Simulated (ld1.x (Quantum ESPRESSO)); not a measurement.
# Configuration tests for lead (TM)

- Element: Pb
- Generator: ld1.x (Quantum ESPRESSO) 7.5
- Type: norm-conserving Troullier–Martins (Kleinman–Bylander form)
- Functional: PBE
- Relativity: scalar-relativistic
- Frozen core: [Xe] 4f14
- Valence charge: 14
- Reference configuration: 5d10 6s2 6p2
- Partial waves: 6s (bound): rc 1.75 bohr; 6p (bound): rc 2.20 bohr; 5d (bound): rc 1.25 bohr
- Local potential: the d channel
- Core correction: a·sin(br)/r model core inside 1.00 bohr

Energies are relative to the spin-unpolarised reference configuration 5d10 6s2 6p2; without spin polarisation the order of configurations can differ from experiment. Not all tests gave a result: 2 of 7 tests not solved or not reliable. Left out of the table: 5d9 6s2 6p2 (solver errors, printed error -13.9 eV); 5d9 6s2 6p3 (solver errors, printed error -1484 eV). The frozen-core shift is the all-electron ΔE with the core orbitals held at their reference shape minus the fully relaxed ΔE.

Problem. Give the all-electron excitation energy and the error of the potential for: 5d10 6s2 6p1; 5d10 6s2 6p0; 5d10 6s1 6p0; 5d10 6s0 6p4; 5d10 6s2 6p1.5.

Solution.

```tsv
valence configuration	charge	ΔE all-electron (eV)	error AE − PS (meV)	frozen-core shift (meV)
5d10 6s2 6p1	+1	6.575	-5.7	+2.8
5d10 6s2 6p0	+2	20.020	-18	+9.3
5d10 6s1 6p0	+3	52.430	-47	+26
5d10 6s0 6p4	0	17.835	-40	+5.7
5d10 6s2 6p1.5	+0.5	2.492	-1.6	+0.9
```

Levels in the configuration 5d10 6s2 6p0:

```csv
level,all-electron (eV),pseudo (eV)
5d,-37.846,-37.764
6s,-27.442,-27.450
```

These tests converged, but a pseudo level misses the all-electron one widely, so the file describes the atom poorly there or has found another state: 5d10 6s1 6p0: empty 6p by 3.0 eV.

Note: ghost states, extra bound levels that the all-electron valence spectrum of the same l lacks: s at -73.0 eV, p at -17.0 eV. A true bound ghost makes a file unfit for plane-wave use.
